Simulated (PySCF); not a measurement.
This PySCF input asks for the NMR shieldings of SMILES C[O+]1[AlH-]([C]#CC)[O+](C)[AlH2-]1, C5H12Al2O2; the geometry comes from PBE0-D3(BJ)/def2-SVP.

```python
import basis_set_exchange as bse
import numpy as np
from pyscf import gto, dft
from pyscf.prop import nmr

atoms = """
C     3.891185   -1.224175   -0.068680
C     2.574324   -0.755061    0.325632
C     1.465034   -0.356408    0.656074
Al   -0.273859    0.241087    1.189188
O    -1.010996    1.558401    0.106689
C    -0.896664    2.960618    0.210165
Al   -2.270591    0.527705   -0.805568
O    -1.531808   -0.790678    0.284861
C    -1.490202   -2.187033    0.069204
H     3.869839   -2.295541   -0.324224
H     4.623011   -1.086844    0.742927
H     4.259030   -0.677731   -0.951452
H    -0.594446    0.553935    2.709197
H    -0.143653    3.338558   -0.499068
H    -0.597090    3.243835    1.231339
H    -1.864607    3.439140   -0.006559
H    -3.729170    1.003988   -0.382305
H    -1.911291    0.216059   -2.324681
H    -0.452399   -2.549044    0.140535
H    -1.869657   -2.427500   -0.936033
H    -2.109194   -2.707518    0.816455
"""
names = dict.fromkeys(["C", "Al", "O", "H"], "pcSseg-1")
basis = {el: gto.basis.parse(bse.get_basis(n, elements=[el], fmt="nwchem")) for el, n in names.items()}
mol = gto.M(atom=atoms, basis=basis, charge=0, verbose=0)
mf = dft.RKS(mol, xc="PBE0")
mf.grids.level = 2
mf.grids.alignment = dft.numint.BLKSIZE   # the property module wants whole blocks of grid points
mf.conv_tol = 1e-9
mf.kernel()

calc = nmr.RKS(mf)   # GIAO
C = mf.mo_coeff
Co = C[:, mf.mo_occ > 0]
resp = mf.gen_response(singlet=True, hermi=2)
def vind(x):   # induced exchange potential for any number of trial vectors
    d = np.einsum("pi,xij,qj->xpq", C, 2 * x.reshape(-1, C.shape[1], Co.shape[1]), Co, optimize=True)
    return np.einsum("xpq,pi,qj->xij", resp(d - d.transpose(0, 2, 1)), C, Co, optimize=True).ravel()
mo1, _ = nmr.rhf.solve_mo1(calc, with_cphf=vind)
sigma = calc.kernel(mo1)
for i, s in enumerate(sigma):   # ppm
    print("%2d %-2s %9.2f" % (i, mol.atom_pure_symbol(i), np.trace(s) / 3))
```

Q: What are the results?

A: 
```
 0 C     178.56
 1 C      73.00
 2 C      91.01
 3 Al    453.38
 4 O     322.87
 5 C     133.84
 6 Al    426.70
 7 O     325.17
 8 C     133.00
 9 H      29.37
10 H      29.33
11 H      29.35
12 H      27.46
13 H      27.60
14 H      27.61
15 H      27.65
16 H      27.12
17 H      27.10
18 H      27.26
19 H      27.67
20 H      27.72
```

These numbers come from an equivalent density-fitted implementation of the same equations, which agrees with the script to about 0.01 ppm for H and up to a few tenths of a ppm for heavy atoms, so last digits may differ.

Size and cost of the density-fitted run: 227 basis functions, 2.2 min wall time on 1 thread of an Intel Xeon, shared host; peak memory 1.1 GiB.
